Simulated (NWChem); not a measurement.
System: C3HF3O; SMILES C1=C(C(O1)(F)F)F

Here is an NWChem input.

```
start job
memory heap 200 mb stack 900 mb global 1100 mb
geometry units angstroms noautosym nocenter noautoz
  F     -0.891309    -1.944074     0.000000
  C     -0.017558    -0.953892     0.000000
  C      1.316872    -0.788080     0.000000
  O      1.305954     0.634180     0.000000
  C     -0.140921     0.567526     0.000000
  F     -0.656499     1.160391    -1.085117
  F     -0.656499     1.160391     1.085117
  H      2.258864    -1.347945     0.000000
end
basis spherical
  F library def2-svp
  C library def2-svp
  O library def2-svp
  H library def2-svp
end
dft
  xc b3lyp
  iterations 150
end
cosmo
  dielec 37.5
end
task dft energy
```

All runs use the structure optimised with PBE-D3(BJ)/def2-SVP.

Level: B3LYP/def2-SVP with COSMO at NWChem's default radii, gas-phase geometry; the question gives the dielectric constant.

Problem. Give the results of this calculation. (B3LYP/def2-SVP, COSMO on the gas-phase geometry.) Quantities: electrostatic solvation energy (kcal/mol); dipole in solution (D).

Solution. 
```
Quantity                                   Result
-----------------------------------------  ------
electrostatic solvation energy (kcal/mol)    -3.6
dipole in solution (D)                       2.45
```
